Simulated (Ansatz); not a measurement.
Mulliken charges of `F/C=C(\F)C(F)F` from r2SCAN/def2-TZVPP in Ansatz (PBE0-D4/def2-TZVP geometry).

```csv
atom,x (Å),y (Å),z (Å),charge (e)
F1,-1.080,-0.292,-2.310,-0.176
C2,-0.570,0.259,-1.218,0.088
C3,-0.066,-0.473,-0.239,0.134
F4,-0.033,-1.803,-0.291,-0.185
C5,0.533,0.077,1.011,0.356
F6,0.562,1.427,0.961,-0.196
F7,-0.213,-0.285,2.083,-0.187
H8,-0.596,1.338,-1.190,0.121
H9,1.551,-0.294,1.176,0.044
```

Q: By hand: the dipole of these point charges (1 e Å = 4.8032 D).

A: Σ q r = (0.253, 0.294, 0.011) e Å, of length 0.388 e Å = 1.86 D.

Q: How does the dipole of the full density compare? (Estimate.)

A: Ansatz gave: (0.227, 0.163, -0.074) e Å, 1.39 D; the point charges give 1.34 times that, at 21° from its direction.

Point charges leave out the atoms' own dipoles, such as those of lone pairs, and Mulliken's split depends on the basis, so the two needn't agree.
